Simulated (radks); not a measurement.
All-electron atom: Hf2+ in [Xe] 4f14 5d2. All-electron calculation, non-relativistic Kohn-Sham, SCAN, spin-unpolarised, spherical densities, point nucleus; meta-GGA in the generalised Kohn-Sham scheme; relativity is left out, which matters for an element this heavy. Program: a radial shooting solver on a logarithmic mesh with Libxc functionals. Some entries of the table are withheld. Estimate them.

| orbital | occ. | eigenvalue (eV) | <r> (bohr) |
|---|---|---|---|
| 1s | 2 | (1) | (2) |
| 2s | 2 | -9877.176 | 0.08898 |
| 2p | 6 | -9450.733 | 0.07534 |
| 3s | 2 | -2252.260 | 0.2264 |
| 3p | 6 | -2054.695 | 0.2167 |
| 3d | 10 | -1688.052 | (3) |
| 4s | 2 | -456.6584 | 0.5072 |
| 4p | 6 | -374.6126 | (4) |
| 4d | 10 | (5) | 0.5379 |
| 5s | 2 | -71.4160 | 1.239 |
| 5p | 6 | (6) | 1.385 |
| 4f | 14 | -38.1649 | 0.6508 |
| 5d | 2 | -17.0502 | 2.053 |

Answer. 
(1) 1s eigenvalue (eV): -60290.84
(2) 1s <r> (bohr): 0.02105
(3) 3d <r> (bohr): 0.1906
(4) 4p <r> (bohr): 0.5162
(5) 4d eigenvalue (eV): -226.7090
(6) 5p eigenvalue (eV): -48.8481
